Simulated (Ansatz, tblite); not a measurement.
Cost and result up the ladder for CaCl₂⁻ (the lowest doublet isomer of a short search) (3 atoms). Charge -1, multiplicity 2. Geometry: PBE-D4/def2-TZVPD.

Cartesian coordinates in Å:
```
Ca 0.648 -0.425 0.031
Cl 0.740 1.910 1.029
Cl -1.388 -1.485 -1.061
```

Ansatz on 4 threads of Arm Neoverse V2 on a shared host; xTB runs through tblite on one thread. Times are rough, summed over both states, and most runs start from the orbitals of an earlier one. CCSD(T)/def2-TZVPPD serves as the yardstick here, not as an exact answer. Differences are given only for rows in sets of like size (and for xTB, whose basis is part of the method), since another set adds its own error. The other state is a quartet at its own geometry.

The xTB rows come from tblite. B3LYP takes the VWN-RPA correlation. Correlated methods freeze 15 core orbitals; core or outer-core shells of Ca are correlated, in sets that lack core-valence functions. HOMO above LUMO, or a gap near zero within one spin, warns that the state may not be the lowest or that an electron is smeared out. In the quartet, Cl2 and Cl3 lie 2.65 Å apart (atoms count from 1), so these atoms are partly bonded to each other. The structure comes from a short search, and lower isomers may exist.

Correlated methods converge slowly with the basis.

xTB has no spin-polarisation term.

```json
{"level": "RPA@PBE/def2-TZVPD", "functions": "128", "quartet − doublet (eV)": "4.62", "difference from CCSD(T)/def2-TZVPPD (eV)": "-0.32", "remarks": "–"}
{"level": "MP2/def2-TZVPD", "functions": "128", "quartet − doublet (eV)": "5.07", "difference from CCSD(T)/def2-TZVPPD (eV)": "0.13", "remarks": "–"}
{"level": "HF/def2-TZVPD", "functions": "128", "quartet − doublet (eV)": "4.58", "difference from CCSD(T)/def2-TZVPPD (eV)": "-0.36", "remarks": "–"}
{"level": "ωB97X-V/def2-TZVPD", "functions": "128", "quartet − doublet (eV)": "5.04", "difference from CCSD(T)/def2-TZVPPD (eV)": "0.10", "remarks": "–"}
{"level": "B3LYP-D4/def2-TZVPD", "functions": "128", "quartet − doublet (eV)": "4.84", "difference from CCSD(T)/def2-TZVPPD (eV)": "-0.10", "remarks": "HOMO above zero (doublet), HOMO above zero (quartet)"}
{"level": "BLYP-D4/def2-TZVPD", "functions": "128", "quartet − doublet (eV)": "4.68", "difference from CCSD(T)/def2-TZVPPD (eV)": "-0.26", "remarks": "HOMO above zero (doublet), HOMO above zero (quartet)"}
{"level": "r2SCAN-D4/def2-TZVPD (with forces)", "functions": "128", "quartet − doublet (eV)": "4.74", "difference from CCSD(T)/def2-TZVPPD (eV)": "-0.20", "remarks": "HOMO above zero (doublet), HOMO above zero (quartet)"}
{"level": "GFN1-xTB", "functions": "27", "quartet − doublet (eV)": "8.90", "difference from CCSD(T)/def2-TZVPPD (eV)": "3.96", "remarks": "–"}
{"level": "GFN2-xTB", "functions": "27", "quartet − doublet (eV)": "9.72", "difference from CCSD(T)/def2-TZVPPD (eV)": "4.78", "remarks": "–"}
{"level": "HF/STO-3G", "functions": "31", "quartet − doublet (eV)": "4.89", "difference from CCSD(T)/def2-TZVPPD (eV)": "–", "remarks": "HOMO above zero (doublet), HOMO above zero (quartet)"}
{"level": "CCSD(T)/def2-TZVPPD", "functions": "138", "quartet − doublet (eV)": "4.94", "difference from CCSD(T)/def2-TZVPPD (eV)": "0.00", "remarks": "–"}
{"level": "PBE-D4/def2-TZVPD", "functions": "128", "quartet − doublet (eV)": "4.62", "difference from CCSD(T)/def2-TZVPPD (eV)": "-0.33", "remarks": "HOMO above zero (doublet), HOMO above zero (quartet)"}
{"level": "PBE0-D4/def2-TZVPD", "functions": "128", "quartet − doublet (eV)": "4.76", "difference from CCSD(T)/def2-TZVPPD (eV)": "-0.18", "remarks": "HOMO above zero (doublet), HOMO above zero (quartet)"}
{"level": "LDA (SPW92)/def2-TZVPD", "functions": "128", "quartet − doublet (eV)": "4.75", "difference from CCSD(T)/def2-TZVPPD (eV)": "-0.19", "remarks": "HOMO above zero (doublet), HOMO above zero (quartet), gap within one spin near zero (quartet)"}
```

(1) Estimate how long each takes.

Results:

(1) GFN1-xTB 0.004 s; GFN2-xTB 0.005 s; HF/STO-3G 0.2 s; LDA (SPW92)/def2-TZVPD 2.2 s; MP2/def2-TZVPD 2.2 s; HF/def2-TZVPD 3 s; RPA@PBE/def2-TZVPD 4.5 s; PBE-D4/def2-TZVPD 4.6 s; BLYP-D4/def2-TZVPD 5.1 s; B3LYP-D4/def2-TZVPD 6.7 s; r2SCAN-D4/def2-TZVPD (with forces) 13 s; PBE0-D4/def2-TZVPD 16 s; CCSD(T)/def2-TZVPPD 17 s; ωB97X-V/def2-TZVPD 22 s. On shared hardware such times vary by a factor of up to 3.
